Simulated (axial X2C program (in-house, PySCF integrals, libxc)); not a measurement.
## MgSn: bond constants with and without spin–orbit coupling

All values were computed with an in-house all-electron X2C program for linear molecules (integrals from PySCF). Spin-free means the one-electron spin-free X2C Hamiltonian; two-component (2c) means X2C with spin–orbit coupling and atomic mean-field two-electron Coulomb and Gaunt terms, so the difference of the two also holds small scalar two-electron terms. Basis: Sn dyall-cv3z [11s12p9d4f1g], Mg dyall-cv3z [9s8p6d3f] (cores contracted in-house); Gaussian nuclei, density fitting, unrestricted open shells. Masses: Sn 119.902 u, Mg 23.985 u.

Input:
```json
{"zs": [50, 12], "q": 0, "bas": ["dyall-cv3z", "dyall-cv3z"], "levels": ["PBE0", "HF", "BP86"], "cc": true, "r0": 2.79, "thr": -1.0, "nmax": 90, "npts": 10, "nst": 2, "ntry": 6}
```
```bash
python so2c.py task.json out
```

Keys: zs atomic numbers; q charge; bas basis sets; levels methods; cc coupled cluster on or off; r0 starting distance in Å; thr threshold in hartree for freezing inner shells (an s shell follows its p shell); nmax most natural virtual spinors; npts points on the curve; nst determinants followed; ntry starts of the search. HF also brings MP2.

State, spin-free: M_S = 1, Λ = 0 (beyond evenly filled blocks: π+α, π-α); electrons by block: σα: 14, σβ: 14, π+α: 7, π+β: 6, π-α: 7, π-β: 6, δ+α: 2, δ+β: 2, δ-α: 2, δ-β: 2. Fragments: Sn + Mg.

State, 2c: Ω = 1 (⟨Sz⟩ = 0.97, ⟨Lz⟩ = 0.03 at PBE0); electrons by block: 1/2: 20, -1/2: 21, 3/2: 9, -3/2: 8, 5/2: 2, -5/2: 2. Fragments: Sn + Mg.

```csv
Hamiltonian,level,Re (Å),ωe (cm⁻¹),De (eV),μ (D)
spin-free,PBE0,2.765,221.4,0.941,3.03
spin-free,HF,2.847,203.0,0.534,3.12
spin-free,CCSD,2.823,203.9,0.617,n/a
spin-free,CCSD(T),2.811,211.1,0.724,n/a
spin-free,BP86,2.765,221.0,0.988,2.87
2c,PBE0,2.770,218.9,n/a,2.95
2c,HF,2.855,200.0,n/a,3.04
2c,CCSD,2.830,200.2,n/a,n/a
2c,CCSD(T),2.818,207.7,n/a,n/a
2c,BP86,2.771,218.0,n/a,2.80
```

Correlated methods: 6 electrons correlated (number of frozen shells: Sn 4 s, 3 p, 2 d; Mg 2 s, 1 p), 304 virtual spin orbitals or spinors in MP2, 88 natural virtuals in coupled cluster.

Dipoles are positive if Mg is the positive end.

The state is one determinant whose occupation by symmetry is held fixed; it was picked as the lowest of a PBE0 search that is not exhaustive. Dissociation energies refer to the lowest single-determinant-based atoms at the same level and basis. De is not given where an atomic determinant may have missed its ground term or J level, or where the truncated virtual space spoils (T). Density functionals use the spin component along the axis (collinear). Coupled cluster ran in a truncated set of natural virtual spinors; the MP2 energy of the rest was added. (T) has no such correction and the atoms are truncated less, which lowers De at CCSD(T) by a hundredth of an eV or more. Other states lie close and PBE0, whose exact exchange favours high spin, may order them wrongly; the determinant shown need not be the ground state. The nearest other spin-free determinant of the search, M_S = 0, Λ = 2, lies 0.67 eV up at the distance of the search. The functionals have no current-density term, which raises determinants with orbital currents, atoms included. With several unpaired electrons one determinant need not be a pure state. Open-shell Ω = 0 determinants with evenly filled partner blocks cannot be reached by this program, so the Ω shown need not be the lowest component. This is the Ω = 1 component of a π² triplet; the 0⁺ component is not one determinant and can lie lowest. The determinant is spin-polarised beyond a pure state at some levels (its spin-free form has ⟨S²⟩ too high), which makes Re and μ there less reliable. The T1 diagnostic is large, a sign of multireference character. With the outer-core shells frozen, correlated bond lengths of heavy atoms tend to come out a few hundredths of an ångström too long.

No reliable constants came from MP2 (2c), MP2 (spin-free): no minimum in range, unconverged points, a curve that is not smooth, a change of character along it, or the two Hamiltonians disagreeing along it.

Rough cost a point (2c) on 1 thread(s) of a shared host, integrals apart: PBE0 1.6 s, HF 1.5 s, CCSD(T) 4 s, BP86 1 s.

The whole task took 2.4 min on 1 thread of Arm Neoverse V1 (shared host).
